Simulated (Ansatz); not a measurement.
Si4H6⁺. The state is a doublet with charge 1. Geometry PBE-D4/def2-SVP, that of the neutral singlet.

```xyz
10

Si    0.6010    1.2493    1.1424
Si   -0.5380   -0.5315    1.6294
Si   -0.6446   -1.1982   -0.5990
Si    0.6052    0.7500   -1.1319
H     1.9572    0.4752   -1.7409
H     0.0508   -2.4948   -0.9300
H    -1.0659   -1.1224    2.9074
H     1.1763    2.3802    1.9494
H    -0.1178    1.7310   -2.0204
H    -2.0243   -1.2387   -1.2064
```

The structure comes from a short search, and lower isomers may exist.

**Question.** Estimate the α-spin orbital energies around the gap (eV) in Ansatz with PBE-D4/def2-TZVP, r2SCAN-D4/def2-TZVP, PBE0-D4/def2-TZVP.

**Answer.** 
| orbital | PBE-D4/def2-TZVP | r2SCAN-D4/def2-TZVP | PBE0-D4/def2-TZVP |
| --- | --- | --- | --- |
| HOMO−5 | -13.48 | -13.83 | -14.78 |
| HOMO−4 | -12.74 | -13.06 | -13.99 |
| HOMO−3 | -12.43 | -12.71 | -13.56 |
| HOMO−2 | -12.22 | -12.49 | -13.34 |
| HOMO−1 | -11.51 | -11.72 | -12.50 |
| HOMO | -11.22 | -11.58 | -12.15 |
| LUMO | -8.31 | -8.34 | -7.61 |
| LUMO+1 | -6.17 | -5.94 | -5.33 |
| LUMO+2 | -6.17 | -5.90 | -5.29 |
| LUMO+3 | -5.98 | -5.71 | -5.15 |
| LUMO+4 | -5.64 | -5.41 | -4.81 |
| LUMO+5 | -5.32 | -4.94 | -4.43 |
| β HOMO | -11.49 | -11.71 | -12.48 |
| β LUMO | -10.19 | -9.95 | -9.36 |
